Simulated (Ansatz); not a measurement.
**Ligand exchange: Mo(CH3)(OH)O2 + Si(CH3)(OH)2(SiH3) → Mo(OH)2O2 + Si(CH3)2(OH)(SiH3)**

Species: Mo(CH3)(OH)O2, singlet; Si(CH3)(OH)2(SiH3), singlet; Mo(OH)2O2 (molybdic acid), singlet; Si(CH3)2(OH)(SiH3), singlet. The partners trade CH3 for OH: Mo–CH3 and Si–OH bonds give way to Mo–OH and Si–CH3.

Shapes, held fixed at every level: PBE0-D4/def2-TZVP. Flexible molecules stand in one conformer, not always the lowest. Programs: Ansatz 0.2.0. Electronic energies: no zero-point or thermal term.

```json
{"level": "HF/def2-TZVPP", "kind": "Hartree–Fock", "ΔE (kJ/mol)": "+16.9", "less CCSD(T)/def2-TZVPP": "+9.5"}
{"level": "r2SCAN-D4/def2-TZVPP", "kind": "meta-GGA", "ΔE (kJ/mol)": "-6.9", "less CCSD(T)/def2-TZVPP": "-14.3"}
{"level": "B3LYP-D4/def2-TZVPP", "kind": "global hybrid", "ΔE (kJ/mol)": "-1.0", "less CCSD(T)/def2-TZVPP": "-8.4"}
{"level": "PBE0-D4/def2-TZVPP", "kind": "global hybrid", "ΔE (kJ/mol)": "-4.1", "less CCSD(T)/def2-TZVPP": "-11.5"}
{"level": "MP2/def2-TZVPP", "kind": "perturbation theory", "ΔE (kJ/mol)": "+3.4", "less CCSD(T)/def2-TZVPP": "-4.0"}
{"level": "CCSD/def2-TZVPP", "kind": "coupled cluster or CI", "ΔE (kJ/mol)": "+11.7", "less CCSD(T)/def2-TZVPP": "+4.3"}
{"level": "CCSD(T)/def2-TZVPP", "kind": "coupled cluster or CI", "ΔE (kJ/mol)": "+7.4", "less CCSD(T)/def2-TZVPP": "0.0"}
```

The highest level, CCSD(T)/def2-TZVPP, gives ΔE = +7.4 kJ/mol; the levels span -6.9 to +16.9. They disagree on the sign: 4 of 7 are positive. The column of differences is taken from that level and isn't an error. No measured value is set beside it here. For atoms past krypton def2 sets carry core potentials with scalar relativity. Correlated rows may include outer-core shells of Mo, which these sets cover unevenly.
